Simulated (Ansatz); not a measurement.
The first iterations of a band of ClH₄OSbSi (8 atoms, charge 0, multiplicity 1).

Method: RKS BHLYP-D4/def2-SVP in Ansatz 0.2.0.

```json
{
  "movable images": "5",
  "climbing image": "yes",
  "spring": "5.0 eV/Å²",
  "optimiser": "quadratic models (default)",
  "start path": "IDPP",
  "force threshold": "0.05 eV/Å",
  "iteration limit": "60",
  "end points": "relaxed"
}
```

Image 0:

```xyz
8
Properties=species:S:1:pos:R:3
O -1.523 0.132 0.699
Si -0.536 0.408 -0.585
Cl -0.051 2.424 -0.709
Sb 1.724 -0.827 -0.482
H -1.168 0.197 1.582
H -1.321 0.061 -1.779
H 0.986 -2.241 0.128
H 1.981 -0.211 1.089
```

Image 6:

```xyz
8
Properties=species:S:1:pos:R:3
O -1.884 0.033 0.500
Si -0.488 0.423 -0.278
Cl -0.068 2.442 -0.025
Sb 1.532 -0.832 0.711
H -1.952 0.165 1.442
H -0.744 0.185 -1.706
H 1.160 -2.241 -0.174
H 2.536 -0.232 -0.526
```

| iteration | highest image above the first end (eV) | largest band force component (eV/Å) |
| --- | --- | --- |
| 1 | 1.845 | 2.058 |
| 2 | 1.539 | 0.789 |

Question: Does the band converge within its limit, and where does its top end?

Answer: It converged. It ended after 7 iterations with the highest image 1.500 eV above the first end. A vibrational analysis at the climbing image gives one clearly imaginary mode, 723i cm⁻¹: a first-order saddle point.

Time of the run: 81 s on 2 threads of Intel(R) Xeon(R) Platinum 8488C (Sapphire Rapids), on a shared host, peak memory 0.25 GiB.
